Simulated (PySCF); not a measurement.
WO₂, SMILES [O]=[W]=[O] (connectivity only; charge and spin as stated), neutral, multiplicity 3.

The structure is a stationary point at B3LYP-D3(BJ)/def2-TZVP. The multiplicity is an assumed one; other spin states were not compared. The def2 effective core potentials stand for the cores of W; spin–orbit coupling is left out.

Two levels are set side by side: PBE/def2-TZVPD (PySCF) and CAM-B3LYP/def2-TZVPD (PySCF). Same geometry, gas phase. Differences are taken from unrounded values.

```
quantity                     CAM-B3LYP   PBE  PBE minus CAM-B3LYP
---------------------------  ---------  ----  -------------------
α-spin orbital gap (eV)           5.42  0.79                -4.63
β-spin orbital gap (eV)           7.44  3.15                -4.30
dipole moment (D)                 4.36  3.69                -0.67
mean polarisability (bohr³)       51.6  52.8                  1.2
```

Rough cost on one machine, each run with all the roots and properties that it gave: CAM-B3LYP against PBE within a factor of 2.
